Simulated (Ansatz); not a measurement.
The cluster Bi3⁻. The state is a triplet with charge -1. Geometry r2SCAN-D4/def2-SVPD; atoms count from 1.

Cartesian coordinates in Å:
```
Bi 1.3180 -0.7860 0.7509
Bi -1.5797 -0.6269 0.1740
Bi 0.2617 1.4129 -0.9250
```

In the def2 sets Bi takes a core potential; there is no spin–orbit coupling. The structure comes from a short search, and lower isomers may exist.

(1) Estimate the Mulliken populations from the PBE0/def2-TZVPD orbitals of Ansatz.

(2) Where does the spin sit?

(3) And the Mayer bond orders between heavy atoms (over 0.3)?

Results:

(1) 
```tsv
atom	charge (e)	spin (α − β)
Bi1	-0.33	0.67
Bi2	-0.33	0.67
Bi3	-0.33	0.67
```
Mulliken values depend strongly on the basis. With diffuse functions, as here, like atoms can get unlike values, and bond orders can come out too low or too high.

(2) Summed by element: Bi 2.00, of 2 unpaired in all. Largest on single atoms: Bi3 0.67, Bi1 0.67, Bi2 0.67.

(3) Bi1–Bi2 1.25 (2.96 Å); Bi1–Bi3 1.25 (2.96 Å); Bi2–Bi3 1.25 (2.96 Å).
